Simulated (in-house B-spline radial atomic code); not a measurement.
# P III (P2+): [Ne] 3s2 4s(0 up, 1 down) (an excited or competing configuration)

Computed with a B-spline radial code for spherical atoms: non-relativistic CAM-B3LYP, spin-polarised, spherical fractional occupations, point nucleus.

Z_r = [3n² - l(l+1)]/(2<r>); Z_e = n√(-2ε); the last column is Slater's effective charge. Values are occupation-weighted means over spin.

```csv
shell,electrons,ε (eV),<r> (bohr),Z_r,Z_e,Slater
1s,2,-2131.9,0.1039,14.43,12.52,14.70
2s,2,-211.98,0.5195,11.55,7.89,10.85
2p,6,-161.97,0.4837,10.34,6.90,10.85
3s,2,-41.172,1.69,7.99,5.22,5.85
4s,1,-14.784,4.034,5.95,4.17,3.30
```

The least bound orbital is 4s down at -14.78 eV, and it is also the most diffuse (<r> = 4.034 bohr).
